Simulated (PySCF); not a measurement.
## Calculated data, CH$_{4}$AlBGe, AlBGeH$_{3}$N, AlGeH$_{2}$N

Calculation on a computer-drawn molecule: the log of a Hartree-Fock and frozen-core CCSD(T) single point meant for a local Hartree-Fock minimum, with one planted fault or none, to be diagnosed. Offsets are logged minus clean, where the clean run is the same molecule without the fault. The reference is restricted for singlets and unrestricted otherwise, and also for a bond in bohr or an excited solution. Adding or removing an electron swaps singlet and doublet. The excited solution moves the top pair (singlet) or top alpha electron (doublet) to the lowest empty orbital. Highest occupied and lowest empty are orbital energies over both spins, largest force is the largest gradient component, triples share is (T) over the correlation energy, the T1 limit is 0.02 restricted and 0.045 unrestricted, electrons count all cores, a negative frequency is imaginary (commonest isotopes), and the dipole is about the centre of nuclear charge; on germanium a core potential holds 10 electrons, which the energies leave out, and 3d is frozen in MP2 and coupled-cluster steps. Program: PySCF 2.14.0.

Common to all runs: meant charge 0; meant multiplicity 1; meant basis cc-pV(D+d)Z; meant basis and core potential on germanium cc-pVDZ-PP ECP10MDF; logged SCF converged yes; logged CC converged yes; logged SCF stable within its kind yes; possible faults no fault, one electron removed, one electron added, multiplicity raised by two, geometry at a saddle point, SCF held on an excited solution, minimal basis STO-3G, one bond length entered in bohr, all coordinates scaled.

(1) 
```xyz
8
formula=CH4AlBGe logged_electrons=60 logged_basis_functions=94 logged_spin_squared=0 logged_highest_occupied=-7.9786 logged_lowest_empty=0.031101 logged_largest_force=0.053152 logged_T1_diagnostic=0.017597 logged_D1_diagnostic=0.043334 logged_triples_share=0.04083 logged_dipole_magnitude=2.8011 logged_energy_HF=-600.03898 logged_energy_CCSD(T)=-600.46969
Al    -3.2054    -3.9043    -1.2175
B     -1.2860    -2.9590    -0.0712
C     -0.1476    -2.3179     0.6937
Ge    -0.6387    -0.8950     2.1787
H      0.9998    -2.5472     0.5298
H     -0.0918    -1.3784     3.6813
H      0.0391     0.5928     1.8358
H     -2.2986    -0.7114     2.2571
```

Units: logged_highest_occupied, logged_lowest_empty in eV; logged_largest_force in hartree/bohr; logged_dipole_magnitude in debye; logged_energy_HF, logged_energy_CCSD(T) in hartree.

Drawn bonds:
```tsv
atom	other atom	order
1	2	1
2	3	2
3	4	1
3	5	1
4	6	1
4	7	1
4	8	1
```

(2) 
```xyz
7
formula=AlBGeH3N logged_electrons=60 logged_basis_functions=89 logged_spin_squared=2.01 logged_highest_occupied=-6.7723 logged_lowest_empty=-0.22259 logged_largest_force=0.016867 logged_T1_diagnostic=0.024065 logged_D1_diagnostic=0.082744 logged_triples_share=0.038779 logged_dipole_magnitude=1.8625 logged_energy_HF=-616.12798 logged_energy_CCSD(T)=-616.54166
Al     0.1135     1.4825     2.6958
B      0.8236    -0.1439     1.3468
N      1.2216    -1.0558     0.5905
Ge     1.7989    -2.3785    -0.5061
H      1.1435    -3.6995    -0.0952
H      1.4169    -2.0426    -1.9498
H      3.3204    -2.5028    -0.3928
```

Units: logged_highest_occupied, logged_lowest_empty in eV; logged_largest_force in hartree/bohr; logged_dipole_magnitude in debye; logged_energy_HF, logged_energy_CCSD(T) in hartree.

Drawn bonds:
```tsv
atom	other atom	order
1	2	1
2	3	2
3	4	1
4	5	1
4	6	1
4	7	1
```

(3) 
```xyz
5
formula=AlGeH2N logged_electrons=54 logged_basis_functions=70 logged_spin_squared=2.3198 logged_highest_occupied=-5.7756 logged_lowest_empty=-0.12746 logged_largest_force=0.049657 logged_T1_diagnostic=0.055559 logged_D1_diagnostic=0.21632 logged_triples_share=0.041429 logged_dipole_magnitude=0.60359 logged_energy_HF=-590.80803 logged_energy_CCSD(T)=-591.13076
Al    -3.1350    -0.0952     0.0983
N     -1.7629    -1.1275     0.5094
Ge    -0.4814    -2.1101     0.9116
H      0.8397    -2.1549     0.1449
H     -0.4786    -3.0795     2.0930
```

Units: logged_highest_occupied, logged_lowest_empty in eV; logged_largest_force in hartree/bohr; logged_dipole_magnitude in debye; logged_energy_HF, logged_energy_CCSD(T) in hartree.

Drawn bonds:
```tsv
atom	other atom	order
1	2	1
2	3	2
3	4	1
3	5	1
```

Notes: T1 above single-reference limit.

Q: Which fault was planted in the run of CH$_{4}$AlBGe (entry 1)?
A: all coordinates scaled, by +8.8 %

Q: Which fault was planted in the run of AlBGeH$_{3}$N (entry 2)?
A: multiplicity raised by two

Q: Which fault was planted in the run of AlGeH$_{2}$N (entry 3)?
A: multiplicity raised by two

Further results for CH$_{4}$AlBGe (entry 1):

- HF energy offset from clean run: 28.58 kcal/mol
- CCSD(T) energy offset from clean run: 20.56 kcal/mol

Further results for AlBGeH$_{3}$N (entry 2):

* HF energy offset from clean run: 25.62 kcal/mol
* CCSD(T) energy offset from clean run: 40.75 kcal/mol

Further results for AlGeH$_{2}$N (entry 3):

- HF energy offset from clean run: 39.43 kcal/mol
- CCSD(T) energy offset from clean run: 56.29 kcal/mol
